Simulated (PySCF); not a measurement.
Compound: C6H6ClN.
Numbering: `[NH2:1][c:2]1[cH:3][cH:4][cH:5][c:6]([Cl:7])[cH:8]1` (hydrogens: H9, H10 on N1; H11 on C3; H12 on C4; H13 on C5; H14 on C8)

Structure used (GFN2-xTB), in Å, numbered top down from 1:
```xyz
14
C6H6ClN angstrom
N      2.287   -0.339   -0.093
C      0.933   -0.111   -0.030
C      0.415    1.171   -0.228
C     -0.949    1.380   -0.233
C     -1.832    0.329   -0.040
C     -1.314   -0.939    0.160
Cl    -2.391   -2.270    0.414
C      0.048   -1.172    0.169
H      2.890    0.456    0.034
H      2.624   -1.200    0.305
H      1.094    1.997   -0.379
H     -1.337    2.376   -0.386
H     -2.897    0.490   -0.043
H      0.428   -2.169    0.326
```

Level of theory: TDDFT CAM-B3LYP/def2-SVPD, vertical, gas phase, core orbitals frozen in the response in PySCF.

Frontier orbitals with the atoms that hold most of them (Löwdin shares over 4%, at most four atoms; ? is withheld):

```tsv
orbital	ε (eV)	atoms
LUMO+2	1.29	N1 14%, H9 12%, H10 12%, C2 10%
LUMO+1	1.05	C2 20%, C5 17%, C6 10%, C4 10%
LUMO	0.64	C6 18%, C4 18%, C8 17%, C3 16%
HOMO	?	?
HOMO-1	-8.40	?
HOMO-2	-10.23	Cl7 50%, C4 10%, N1 10%, C5 9%
HOMO-3	-10.26	Cl7 54%, C4 9%, C5 8%, N1 8%
```

(1) Give the leading atoms of the HOMO.

(2) Which atoms hold the HOMO-1, and with what shares?

(3) What is the HOMO energy, and the HOMO–LUMO gap?

## Answers

(1) N1 (bonded to C and 2 H) 25%; C5 (bonded to 2 C and H) 19%; C2 (bonded to 2 C and N) 13%; C3 (bonded to 2 C and H) 13%. By element: carbon 45% or more, nitrogen 25%.

(2) C8 (bonded to 2 C and H) 23%; Cl7 (bonded to C) 20%; C6 (bonded to 2 C and Cl) 17%; C4 (bonded to 2 C and H) 14%. By element: carbon 53% or more, chlorine 20%.

(3) ε(HOMO) = -7.40 eV; the gap is 8.04 eV (0.2955 hartree).

**Question.** How does S1 compare with the orbital gap of 8.04 eV?

**Answer.** S1 is at 4.86 eV (f = 0.047), 3.18 eV below the gap, made of HOMO→LUMO (86%), HOMO-1→LUMO+1 (11%). Without the coupling terms of the response equations the lowest excitation would equal the gap.

**Question.** Give energy, strength and leading configuration of S1 and S2, and follow the Löwdin shares of the leading atoms from the occupied to the empty orbital.

**Answer.** 
- S1 (4.86 eV, f 0.047), HOMO→LUMO (86%): N1 25% → at most 17%, C5 19% → at most 17%, C6 at most 13% → 18%, C4 at most 13% → 18%
- S2 (5.61 eV, f 0.085), HOMO→LUMO+1 (79%): N1 25% → at most 11%, C5 19% → 17%, C2 13% → 20%

Löwdin shares depend on the basis, the more so with diffuse functions.
